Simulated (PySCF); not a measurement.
**CaO⁺: frontier orbitals**

M06-2X at R = 1.977 Å; basis Ca 6-31G(d,p), O 6-31G(d,p); no relativity; PySCF 2.14. State: ²Π (doublet), unpaired electrons π ↑. Only the outer orbitals are listed, counted within each symmetry.

| spin | orbital | occ. | ε (eV) | on Ca (%) | main shells (%) |
| --- | --- | --- | --- | --- | --- |
| α | 5σ | 1 | -59.08 | 100 | 100 Ca s |
| α | 6σ | 1 | -38.56 | 91 | 91 Ca p |
| α | 2π | 1 | -38.33 | 100 | 100 Ca p |
| α | 2π | 1 | -38.24 | 100 | 100 Ca p |
| α | 7σ | 1 | -31.94 | 9 | 91 O s |
| α | 3π | 1 | -16.53 | 6 | 94 O p |
| α | 8σ | 1 | -15.20 | 11 | 88 O p |
| α | 3π | 1 | -14.94 | 9 | 91 O p |
| α | 9σ | 0 | -6.97 | 100 | 85 Ca s, 11 Ca p |
| α | 4π | 0 | -5.01 | 100 | 63 Ca p, 37 Ca d |
| α | 4π | 0 | -4.99 | 100 | 65 Ca p, 34 Ca d |
| β | 5σ | 1 | -59.08 | 100 | 100 Ca s |
| β | 6σ | 1 | -38.44 | 95 | 95 Ca p |
| β | 2π | 1 | -38.30 | 100 | 100 Ca p |
| β | 2π | 1 | -38.26 | 100 | 100 Ca p |
| β | 7σ | 1 | -29.74 | 7 | 93 O s |
| β | 8σ | 1 | -14.27 | 13 | 85 O p, 9 Ca d |
| β | 3π | 1 | -14.00 | 12 | 88 O p, 10 Ca d |
| β | 3π | 0 | -7.03 | 43 | 57 O p, 34 Ca d, 9 Ca p |
| β | 9σ | 0 | -7.01 | 100 | 86 Ca s, 8 Ca p |
| β | 4π | 0 | -5.00 | 100 | 75 Ca p, 25 Ca d |

Question: Which are the highest filled and the lowest empty level, where do they sit, and how wide is the gap?

Answer: Highest filled β 3π at -14.00 eV (in %: 88 O p, 10 Ca d); lowest empty β 3π at -7.03 eV (in %: 57 O p, 34 Ca d, 9 Ca p); the gap at M06-2X is 6.97 eV. Both belong to one degenerate shell, split only by its one-sided filling, so this is no excitation gap.

The bond order (Mayer) is 0.93. The ⟨S²⟩ is 0.755, the charge on Ca (Mulliken, basis-dependent) is 1.47 and the charge on Ca (Löwdin, basis-dependent) is 1.23. The dipole moment (positive dipole points towards O; it is taken about the centre of mass and depends on that origin) is -8.27 D.

The state is the lowest determinant that a PBE0 search found; another state may lie lower at other levels.
